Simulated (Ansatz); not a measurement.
Computed with Ansatz on PBE0-D4/def2-TZVP structures; ΔE is electronic, products minus reactants. CBS: MP2 limit from def2 TZ/QZ plus the TZ coupled-cluster correction, frozen cores. Functionals use def2-TZVPP. B3LYP here is the variant with VWN-RPA as its local correlation; programs differ in this. For Ge outer-core shells are correlated without core-valence functions, which leaves a few kJ/mol of doubt a bond. Scalar relativity is left out up to krypton. Each species was taken in one conformer, which may not be the lowest.

`N[Si](Cl)(Cl)Cl` + `N[SiH2][O][GeH2][NH2]` → `N[SiH2]O[Si](N)(Cl)Cl` + `[NH2][GeH2][Cl]`  (redistribution)

`N[Si](Cl)(Cl)Cl`:

```xyz
7

N    -0.077    0.677    0.892
Si    0.050   -0.397   -0.398
Cl   -0.170    0.431   -2.252
Cl    1.897   -1.240   -0.344
Cl   -1.405   -1.801   -0.202
H    -0.974    1.025    1.187
H     0.679    1.304    1.117
```

`N[SiH2][O][GeH2][NH2]`:

```xyz
13

N    -1.097    0.008   -1.505
Si    0.559   -0.462   -1.427
O     0.928   -1.035    0.053
Ge    0.274   -0.514    1.636
N    -0.062    1.276    1.728
H    -1.342    0.839   -2.019
H    -1.828   -0.683   -1.575
H     1.313    0.778   -1.758
H     0.921   -1.546   -2.377
H    -1.046   -1.266    1.845
H     1.367   -0.865    2.650
H    -0.740    1.597    1.052
H     0.753    1.872    1.697
```

`N[SiH2]O[Si](N)(Cl)Cl`:

Cartesian coordinates in Å:
```
N 1.364 1.998 -0.570
Si -0.123 1.378 -1.113
O -0.493 -0.147 -0.572
Si -0.159 -1.109 0.670
N -1.248 -2.393 0.680
Cl 1.725 -1.890 0.563
Cl -0.183 0.048 2.376
H 1.472 2.336 0.372
H 2.238 1.673 -0.949
H -1.201 2.272 -0.633
H -0.079 1.268 -2.587
H -2.228 -2.227 0.517
H -1.084 -3.207 1.248
```

`[NH2][GeH2][Cl]`:

```xyz
7

N    -0.307    0.483    1.051
Ge   -0.049   -0.035   -0.672
Cl    1.385   -1.661   -0.859
H     0.507    0.873    1.506
H    -0.715   -0.220    1.651
H     0.547    1.138   -1.452
H    -1.369   -0.577   -1.224
```

(1) Is it downhill or uphill in electronic energy at CCSD(T)/CBS, and by how much? (Best estimate.)

(2) What do these levels give: PBE0-D4, ωB97M-V, B3LYP, CCSD/def2-TZVPP, HF/CBS(def2), MP2/CBS(def2)? (Estimate.)

Largest T1 diagnostic among the species: 0.011.

Answers

(1) The calculation gave: Downhill: ΔE = -69.5 kJ/mol.

(2) Ansatz gave: PBE0-D4 -71.4, ωB97M-V -71.2, B3LYP -75.3, CCSD/def2-TZVPP -71.9, HF/CBS(def2) -85.8, MP2/CBS(def2) -67.0 kJ/mol.

In def2-TZVPP, CCSD(T) changes the Hartree–Fock value by +15.4 kJ/mol (the triples alone add +2.6 kJ/mol) and MP2 by +18.0 kJ/mol. From PBE to PBE0 (25 % exact exchange), in def2-TZVPP and without D4, ΔE moves by −4.0 kJ/mol.
